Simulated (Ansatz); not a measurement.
Name a neutral molecule of C, F, Hf, N and H with HOMO–LUMO gap (PBE/def2-TZVPP) between 4.65 and 4.95 eV and HOMO–LUMO gap (PBE0/def2-TZVPP) between 6.70 and 7.00 eV (Ansatz, PBE0-D4/def2-TZVP geometry).

`CC(C)(C)[NH][Hf]([F])([F])[F]` (4.68 eV, 6.92 eV); `C[NH][Hf]([F])([F])[F]` (4.66 eV, 6.89 eV). Other molecules can fit too; these were computed, each in one conformer that needn't be the lowest.
